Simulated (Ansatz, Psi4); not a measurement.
The same job for Ansatz

This Psi4 1.11 job computes triplet GaCl:

calc.inp:
```
memory 2200 mb

molecule molecule1 {
  0 3
  Cl
  Ga 1 R2

  R2 = 2.21572
  symmetry c1
}

set globals {
  reference uks
  puream true
  e_convergence 1e-09
  d_convergence 1e-08
  scf_type pk
  dft_radial_points 99
  dft_spherical_points 590
  num_frozen_docc 14
  maxiter 100
}

E, wfn = energy('b2plyp/cc-pVTZ', return_wfn=True)
print_variables()
```

```bash
$ psi4 calc.inp calc.out -n 1
```

Geometry: relaxed at PBE0-D4/def2-TZVP. That shape belongs to the parent species and isn't relaxed for this state.

It gives a total energy of -2384.530670 Eh.

**Question.** Write the same calculation for Ansatz 0.2.0 as an input file of the program's own.

**Answer.** One way, which was run:

in.yaml:
```yaml
crystal:
  periodic: [false, false, false]
  atoms:
    - {symbol: Cl, position_ang: [-0.000000, 0.000000, -0.023560]}
    - {symbol: Ga, position_ang: [0.000000, -0.000000, 2.192160]}
basis:
  gaussian: {orbitals: cc-pVTZ}
accuracy: high
hamiltonian: {xc: {name: B2PLYP}}
output: {orbitals: {seedname: orbitals}}
magnetization: {spin_polarized: true, initial_magnetization: 2}
correlation: {frozen_orbitals: {Cl: 5, Ga: 9}}
```

```bash
$ ansatz run in.yaml --threads 1 --pin off --max-ram 3480MiB --events-out events.jsonl --progress --plain --runs-dir runs
```

Its energy is -2384.530661 Eh, 0.009 mEh from the first.
